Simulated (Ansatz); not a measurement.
Cl3La, charge +1, doublet, at a GFN2-xTB geometry (such geometries of metal compounds can be far from the true shape) (the multiplicity is a formal guess) (core potentials on La); PBE/def2-SVP in Ansatz (a quantum-chemistry and plane-wave program).

The Ansatz input:
Ansatz 0.2 input:
```yaml
crystal:
  periodic: [false, false, false]
  atoms:
    - {symbol: La, position_ang: [0.10762410, -0.30028343, -0.77085064]}
    - {symbol: Cl, position_ang: [-1.96582434, -0.74394322, 0.61833748]}
    - {symbol: Cl, position_ang: [0.20323583, 2.01903605, 0.45396833]}
    - {symbol: Cl, position_ang: [1.40173124, -0.26826016, 1.51231102]}
basis:
  gaussian:
    orbitals: def2-SVP
hamiltonian:
  xc: pbe
total_charge: 1
magnetization: {spin_polarized: true, initial_magnetization: 1}
```

### Question
What does Ansatz print? Leave out banner, timings and long lists.

### Answer

```
Functional definition: PBE
833 factors; their error is unknown
mean field evaluation 1: about -38392.7503 eV, gradient 3.1e1 eV
mean field evaluation 2: about -38287.5311 eV, gradient 1.2e2 eV
mean field evaluation 4: about -38388.8071 eV, gradient 3.1e1 eV
mean field evaluation 8: about -38398.1601 eV, gradient 2.9e-1 eV
mean field evaluation 16: about -38398.0957 eV, gradient 3.9e-4 eV
mean field evaluation 32: about -38396.3656 eV, gradient 1.7e0 eV
mean field evaluation 64: about -38397.0880 eV, gradient 1.1e0 eV
mean field -38398.09572183 eV, -1411.1039906132 hartree, gradient 4.1e-6 eV, S^2 0.752691; 9 other end points of the search recorded, 0 dependent functions left out
reference -38398.09580152 eV, -1411.1039935419 hartree; 31, 30 occupied and 55, 56 virtual orbitals, 833 factors
Total energy: -38398.09580152 eV, -1411.1039935419 hartree
```
